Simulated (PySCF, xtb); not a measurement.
IrF₆, SMILES [F][Ir]([F])([F])([F])([F])[F] (connectivity only; charge and spin as stated), neutral, multiplicity 4.

Harmonic wavenumbers (cm⁻¹) from xtb with GFN2-xTB at its own minimum, in rising order: 180, 180, 180, 199, 199, 199, 230, 230, 230, 422, 422, 446, 505, 505, 505.

### Question
What does PBE0-D3(BJ)/def2-SVP (PySCF) give at its own minimum? (Estimate from the structure and the level; the computed values follow.)

### Answer
206, 206, 206, 266, 266, 266, 281, 281, 281, 676, 676, 726, 742, 742, 742. Paired by order, the mean absolute difference is 129 cm⁻¹ and the zero-point energies are 6.6 and 9.4 kcal/mol.
